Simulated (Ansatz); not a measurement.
One change: `[CH3][AlH][CH2][SiH2]F` becomes `BC[SiH2]F`.

Ansatz, PBE0-D4/def2-TZVP geometries, multiplicity 1. Each molecule was computed in one conformer, which needn't be the lowest.

```json
{"property": "HOMO energy (B3LYP/def2-TZVPP) / eV", "`[CH3][AlH][CH2][SiH2]F`": "-7.91"}
{"property": "size of the dipole moment (B3LYP/def2-TZVPP) / D", "`[CH3][AlH][CH2][SiH2]F`": "1.94"}
{"property": "HOMO energy (ωB97M-V/def2-TZVPP) / eV", "`[CH3][AlH][CH2][SiH2]F`": "-10.37"}
{"property": "HOMO–LUMO gap (PBE0/def2-TZVPP) / eV", "`[CH3][AlH][CH2][SiH2]F`": "6.85"}
{"property": "HOMO–LUMO gap (PBE/def2-TZVPP) / eV", "`[CH3][AlH][CH2][SiH2]F`": "4.80"}
{"property": "HOMO energy (PBE0/def2-TZVPP) / eV", "`[CH3][AlH][CH2][SiH2]F`": "-8.15"}
```

Q: What does the change do to each property? (An estimate is asked.)

A: Computed: 
```tsv
property	`BC[SiH2]F`	shift
HOMO energy (B3LYP/def2-TZVPP) / eV	-9.04	-1.13
size of the dipole moment (B3LYP/def2-TZVPP) / D	0.72	-1.22
HOMO energy (ωB97M-V/def2-TZVPP) / eV	-11.51	-1.14
HOMO–LUMO gap (PBE0/def2-TZVPP) / eV	7.58	0.73
HOMO–LUMO gap (PBE/def2-TZVPP) / eV	5.19	0.39
HOMO energy (PBE0/def2-TZVPP) / eV	-9.27	-1.12
```

With PBE0 the HOMO falls by 1.12 eV and the LUMO falls by 0.38 eV, so the gap widens by about 0.74 eV. PBE moves the HOMO by -0.97 eV and ωB97M-V by -1.14 eV. Dipoles are sizes alone; their direction can turn.

B3LYP here is the variant with VWN-RPA as its local correlation; programs differ in this.
